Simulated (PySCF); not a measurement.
C₆ coefficients of unlike pairs at PBE0

Calculated with PySCF 2.14 from the dipole response of each species, C₆(A,B) = (3/π) ∫ α_A(iu) α_B(iu) du, in atomic units, from isotropic polarisabilities. For ions this is the dispersion term alone; charge-induced terms of lower order in 1/R come first.

| species | configuration | basis | relativity | α (bohr³) | C₆ (like pair) |
| --- | --- | --- | --- | --- | --- |
| Mn⁺ | [Ar] 3d5 4s1 (7S) | x2c-QZVPPall with one added diffuse shell each of s, p, d, f, g type (12s8p6d5f3g) | spin-free X2C | 29.64 | 155.4 |
| Ru³⁺ | [Kr] 4d5 (6S) | aug-cc-pVDZ-PP with ECP28MDF (5s5p4d2f) | core potential | 5.012 | 22.89 |
| C⁺ | [He] 2s2 2p1 (2P) | def2-TZVPPD (6s3p3d1f) | none | 6.067 | 14.51 |
| Co³⁺ | [Ar] 3d6 (5D) | def2-QZVPPD (11s6p5d4f2g) | none | 1.741 | 4.141 |

(1) Estimate C₆ for C⁺ with Mn⁺.

No spin-orbit coupling is included.

The other pairs:

```tsv
pair	C₆
C⁺, Ru³⁺	16.89
Co³⁺, Mn⁺	18.44
Ru³⁺, Mn⁺	48.35
Co³⁺, C⁺	6.558
Co³⁺, Ru³⁺	9.525
```

Results:

(1) The integral gives 45.06. The combination rule 2 C_A C_B / (C_A α_B/α_A + C_B α_A/α_B) gives 43.90 and the geometric mean 47.48.
